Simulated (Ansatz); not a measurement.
GeH2Me(vinyl) (C3H8Ge). Charge 0, multiplicity 1. Geometry r2SCAN-D4/def2-SVP.

```xyz
12

Ge   -0.5204    0.4739    0.5740
H    -1.9759    0.1473    0.1892
H    -0.4741    0.9088    2.0524
C     0.1775    1.9222   -0.5389
H    -0.4067    2.8428   -0.3919
H     0.1333    1.6424   -1.6019
H     1.2260    2.1325   -0.2784
C     0.5372   -1.1357    0.3245
C     0.0430   -2.2815   -0.1638
H     1.6051   -1.0963    0.5852
H    -1.0137   -2.3851   -0.4402
H     0.6687   -3.1712   -0.3101
```

Problem. Estimate the orbital energies around the gap (eV) in Ansatz with PBE-D4/def2-SVP, PBE-D4/def2-TZVPD, PBE0-D4/def2-SVP, PBE0-D4/def2-TZVP, PBE0-D4/def2-TZVPD.

Solution. 
```json
{"orbital": "HOMO−5", "PBE-D4/def2-SVP": "-9.76", "PBE-D4/def2-TZVPD": "-9.86", "PBE0-D4/def2-SVP": "-11.33", "PBE0-D4/def2-TZVP": "-11.38", "PBE0-D4/def2-TZVPD": "-11.38"}
{"orbital": "HOMO−4", "PBE-D4/def2-SVP": "-9.36", "PBE-D4/def2-TZVPD": "-9.47", "PBE0-D4/def2-SVP": "-10.95", "PBE0-D4/def2-TZVP": "-11.00", "PBE0-D4/def2-TZVPD": "-11.00"}
{"orbital": "HOMO−3", "PBE-D4/def2-SVP": "-7.83", "PBE-D4/def2-TZVPD": "-7.92", "PBE0-D4/def2-SVP": "-9.17", "PBE0-D4/def2-TZVP": "-9.21", "PBE0-D4/def2-TZVPD": "-9.21"}
{"orbital": "HOMO−2", "PBE-D4/def2-SVP": "-7.62", "PBE-D4/def2-TZVPD": "-7.71", "PBE0-D4/def2-SVP": "-8.95", "PBE0-D4/def2-TZVP": "-8.98", "PBE0-D4/def2-TZVPD": "-8.99"}
{"orbital": "HOMO−1", "PBE-D4/def2-SVP": "-7.15", "PBE-D4/def2-TZVPD": "-7.23", "PBE0-D4/def2-SVP": "-8.48", "PBE0-D4/def2-TZVP": "-8.50", "PBE0-D4/def2-TZVPD": "-8.50"}
{"orbital": "HOMO", "PBE-D4/def2-SVP": "-6.51", "PBE-D4/def2-TZVPD": "-6.62", "PBE0-D4/def2-SVP": "-7.67", "PBE0-D4/def2-TZVP": "-7.72", "PBE0-D4/def2-TZVPD": "-7.73"}
{"orbital": "LUMO", "PBE-D4/def2-SVP": "-1.08", "PBE-D4/def2-TZVPD": "-1.33", "PBE0-D4/def2-SVP": "-0.07", "PBE0-D4/def2-TZVP": "-0.27", "PBE0-D4/def2-TZVPD": "-0.35"}
{"orbital": "LUMO+1", "PBE-D4/def2-SVP": "0.96", "PBE-D4/def2-TZVPD": "-0.15", "PBE0-D4/def2-SVP": "1.81", "PBE0-D4/def2-TZVP": "1.28", "PBE0-D4/def2-TZVPD": "0.48"}
{"orbital": "LUMO+2", "PBE-D4/def2-SVP": "1.07", "PBE-D4/def2-TZVPD": "0.05", "PBE0-D4/def2-SVP": "1.91", "PBE0-D4/def2-TZVP": "1.53", "PBE0-D4/def2-TZVPD": "0.69"}
{"orbital": "LUMO+3", "PBE-D4/def2-SVP": "1.52", "PBE-D4/def2-TZVPD": "0.36", "PBE0-D4/def2-SVP": "2.42", "PBE0-D4/def2-TZVP": "1.97", "PBE0-D4/def2-TZVPD": "1.00"}
{"orbital": "LUMO+4", "PBE-D4/def2-SVP": "1.75", "PBE-D4/def2-TZVPD": "0.63", "PBE0-D4/def2-SVP": "2.80", "PBE0-D4/def2-TZVP": "2.14", "PBE0-D4/def2-TZVPD": "1.25"}
{"orbital": "LUMO+5", "PBE-D4/def2-SVP": "2.15", "PBE-D4/def2-TZVPD": "0.80", "PBE0-D4/def2-SVP": "3.07", "PBE0-D4/def2-TZVP": "2.54", "PBE0-D4/def2-TZVPD": "1.47"}
```
